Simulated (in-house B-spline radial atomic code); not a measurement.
RPA and G0W0 on BHandHLYP: P8+

Configuration [He] 2s2 2p3, highest spin, mean-field start BHandHLYP. Computed with an all-electron radial atomic-structure program (B-spline basis): all electrons, scalar-relativistic (spin-free one-electron X2C), finite nucleus, each spin shell either full or empty, empty states to l = 9 with an (l + 1/2)⁻⁴ tail; G0W0 by contour deformation at full frequency.

Command:
```bash
python run_gw.py task.json out
```
Settings (radii: box in bohr, nucleus in fm):
```
Z                        15
electrons                7
configuration            [He] 2s2 2p3
hamiltonian              x2c
method                   bhandhlyp
lmax                     9
rms_radius               3.1889
spin_polarised           True
box_radius               7.7
intervals                67
```

Run time, properties included: 1.9 s on 1 thread of Arm Neoverse N1 (shared host).

Energies (hartree):

| term | value |
| --- | --- |
| mean-field total | -306.42492 |
| Hartree-Fock functional on these orbitals | -306.19259 |
| direct second order | -0.40465 |
| second-order exchange | 0.19225 |
| SOSEX correction | 0.17814 |

(1) What is the RPA correlation energy, and what remains with SOSEX?

Quasi-particle levels (eV):

```json
{"level": "2p up", "occupied": "yes", "mean field": "-361.60", "Σx - vxc": "-12.94", "Σc": "?", "QP weight": "?", "G0W0": "?"}
{"level": "2s down", "occupied": "yes", "mean field": "-384.44", "Σx - vxc": "-7.13", "Σc": "-3.15", "QP weight": "0.981", "G0W0": "-394.72"}
{"level": "1s down", "occupied": "yes", "mean field": "-2392.68", "Σx - vxc": "-45.99", "Σc": "13.36", "QP weight": "0.962", "G0W0": "-2425.31"}
{"level": "2p down", "occupied": "no", "mean field": "-319.76", "Σx - vxc": "14.41", "Σc": "-3.97", "QP weight": "0.986", "G0W0": "-309.33"}
```

G0W0 = mean field + (Σx - vxc) + Σc, with Σc (partial-wave tail included) taken at the quasi-particle energy. Levels of low weight are left out.

(2) Where does G0W0 put 2p up?

## Answers

(1) RPA gives -0.37315 hartree (-1.45 eV per electron); RPA + SOSEX gives -0.19502, and the second-order doubles -0.21241 hartree (no singles). SOSEX takes back 48 % of the RPA value.

(2) At -373.11 eV, with Σc = 1.43 eV and a quasi-particle weight of 0.982. The tabulated removal energy is 372.31 ± 0.21 eV (NIST, semi-empirical); the calculation leaves out spin-orbit coupling, Breit and QED terms, and what these don't explain is the method's own error.
